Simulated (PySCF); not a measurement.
A species of formula C3H2BrFO has this rotational fingerprint, computed with PBE0-D3(BJ)/def2-SVP geometry optimisation, gas phase (PySCF):

```
Rotational constants : A = 3280, B = 1590, C = 1071 MHz
Dipole components    : |μa| = 1.37 D, |μb| = 2.68 D, |μc| = 0.00 D
Inertial defect      : 0.00 u·Å²
κ                    : -0.53
```

Question: Which structure is it? (One computed conformer of each.)
A. `[O:1]=[CH:2]/[CH:3]=[C:4](/[F:5])[Br:6]` with O1–C2–C3–C4 -179°
B. `[O:1]=[CH:2]/[C:3]([Br:4])=[CH:5]\[F:6]` with O1–C2–C3–Br4 0°

Answer: B. It is O=C/C(Br)=C\F, an asymmetric top, point group Cs. The candidates at the same level (rigid rotor, commonest isotopes):

```
       SMILES  A (MHz)  B (MHz)  C (MHz)  μa (D)  μb (D)  μc (D)  Δ (u·Å²)  point group           rotor
O=C/C=C(/F)Br     3855     1347    998.2    2.29    0.24    0.00      0.00           Cs  asymmetric top
O=C/C(Br)=C\F     3280     1590     1071    1.37    2.68    0.00      0.00           Cs  asymmetric top
```

`O=C/C=C(/F)Br` has A 18 % too high. In the right answer the mirror of this Cs structure is the ab plane, so μc vanishes by symmetry (the 0.01 D computed is a residue). No structure here is proved a minimum.
